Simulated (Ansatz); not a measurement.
C2HClF2Ti (`C#[C][Ti]([F])([F])[Cl]`). Total charge 0; spin multiplicity 1. Correlated methods include outer-core shells of Ti, which these sets cover unevenly. Scalar relativity is left out up to krypton.

| atom | x (Å) | y (Å) | z (Å) |
| --- | --- | --- | --- |
| C1 | 1.2453 | 1.6955 | -0.1484 |
| C2 | 0.5461 | 0.7074 | -0.0548 |
| Ti3 | -0.5824 | -0.9363 | 0.1092 |
| F4 | -0.5838 | -1.4366 | 1.7714 |
| F5 | 0.1036 | -2.1743 | -0.8958 |
| Cl6 | -2.5880 | -0.4207 | -0.5504 |
| H7 | 1.8593 | 2.5648 | -0.2312 |

**Question.** Give the diagnostics of a CCSD(T)/def2-TZVPP run (frozen core, the Gaussian-basis code of Ansatz). (An estimate is asked.)

**Answer.** Computed: T1 = 0.0235, largest single amplitude 0.053, largest double 0.036, (T) share of the correlation energy 5.0 %, 13 CCSD cycles. The RHF solution is stable towards an unrestricted one. T1 lies over the customary mark of 0.02 for closed shells; compounds of d metals often pass it without a breakdown.
